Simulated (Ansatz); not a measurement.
## A rate constant, worked out

An elementary step of SiN$_{2}$H$_{6}$O$_{2}$, singlet (SiN₂H₆O₂ ([NH2][Si]([NH2])([OH])[OH]) → SiNH₃O₂ ([NH][Si]([OH])[OH]) + NH₃ (still joined by a long Si–N bond); Si–N, N–H broken or loosened, N–H formed or tightened). The start structure is the reactant molecule, and the electronic barrier above it is 2.265 eV by CCSD(T) at an estimated basis limit (MP2 extrapolated from triple and quadruple zeta, plus CCSD(T) − MP2 in triple zeta). Program: Ansatz 0.2.0. Basis: def2-TZVPP and def2-QZVPP. Cores are frozen in the correlated methods. Extrapolation: Hartree–Fock as exp(−7.88 √X), correlation as X^−2.97. Harmonic wavenumbers at PBE0-D4/def2-TZVP (Ansatz 0.2.0), in cm⁻¹:

Start: 105, 131, 232, 266, 279, 303, 326, 332, 362, 376, 421, 761, 782, 797, 838, 851, 930, 950, 985, 1571, 1574, 3632, 3643, 3732, 3746, 3928, 3936.

Saddle: 1265i, 179, 265, 276, 319, 347, 372, 377, 418, 545, 700, 793, 808, 839, 844, 883, 908, 953, 1127, 1435, 1557, 1980, 3549, 3643, 3697, 3911, 3917.

Problem. Work out the transition-state-theory rate constant at 600 K from these numbers alone (harmonic vibrations; rotation, path degeneracy and anharmonicity left out), and the Wigner tunnelling factor. Use 1 cm⁻¹ = 1.2398 × 10⁻⁴ eV and k_B = 8.617 × 10⁻⁵ eV/K.

Solution. Zero-point energies, half the sums: start 35789/2 cm⁻¹ = 2.2186 eV; saddle, real modes only, 34642/2 cm⁻¹ = 2.1475 eV.
Barrier with zero-point energy: 2.265 + 2.1475 − 2.2186 = 2.1939 eV.
k_BT = 0.05170 eV, so the barrier is 42.43 k_BT.
Vibrational partition functions from the zero-point level, ln q = −Σ ln(1 − exp(−hν/k_BT)): start 9.679, saddle 6.850.
k = (k_BT/h) exp(ln q‡ − ln q) exp(−E0/k_BT), with log₁₀(k_BT/h in s⁻¹) = 13.10: log₁₀ k = 13.10 + (-2.829 − 42.43)/2.3026 = -6.56, so k ≈ 3 × 10^(-7) s⁻¹.
Wigner factor: 1 + (hν‡/k_BT)²/24 = 1 + (3.03)²/24 = 1.38. A change of 1 kcal/mol (0.043 eV) in the barrier would change k by a factor of 2.3 at this temperature.

No T1 diagnostic of these runs exceeds 0.013.

Labels in which every atom is bracketed show which atoms are joined, not bond orders.

For scale, one of the runs: CCSD(T)/def2-TZVPP, 250 basis functions, launched by `ansatz run in.yaml --threads 8 --pin off --events-out ev --progress --plain --max-ram 19148MiB`. The run took 120 s on 8 CPU threads of an Arm Neoverse V1 (shared host), with 5.6 GiB of host memory at its peak.
